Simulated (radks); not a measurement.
Species: Hf XI. Configuration: [Kr] 4d10 4f12 5s2 5p2.

Method: Dirac Kohn-Sham, BLYP, spin-unpolarised, spherical densities, point nucleus; open shells fill j = l - 1/2 first; computed with a radial shooting solver on a logarithmic mesh with Libxc functionals.

Energy parts (hartree):
total: -15068.3768
kinetic: 16864.9009
electron-nucleus: -37122.5345
Hartree: 5493.4710
exchange-correlation: -304.2142

Orbitals (lengths in bohr, moments of r in powers of bohr; r(max) is where P^2 peaks):
orbital  occ.  eigenvalue (hartree)   r(max)
1s1/2       2             -2403.070  0.01190
2s1/2       2             -416.2453  0.06824
2p1/2       2             -397.8373  0.05090
2p3/2       4             -354.0167  0.05753
3s1/2       2             -99.97557   0.1924
3p1/2       2             -91.81926   0.1803
3p3/2       4             -82.42731   0.1940
3d3/2       4             -68.62866   0.1523
3d5/2       6             -66.58020   0.1561
4s1/2       2             -25.36050   0.4372
4p1/2       2             -22.01394   0.4375
4p3/2       4             -19.84069   0.4663
4d3/2       4             -14.33197   0.4641
4d5/2       6             -13.92916   0.4732
5s1/2       2              -8.25068   0.9697
5p1/2       2              -7.15209    1.023
4f5/2       6              -7.04969   0.4428
4f7/2       6              -6.97596   0.4473
5p3/2       0              -6.72901    1.086

The highest occupied level is 4f7/2 at -189.83 eV. The density falls to 0.001 e/bohr^3 at r = 2.27 bohr.
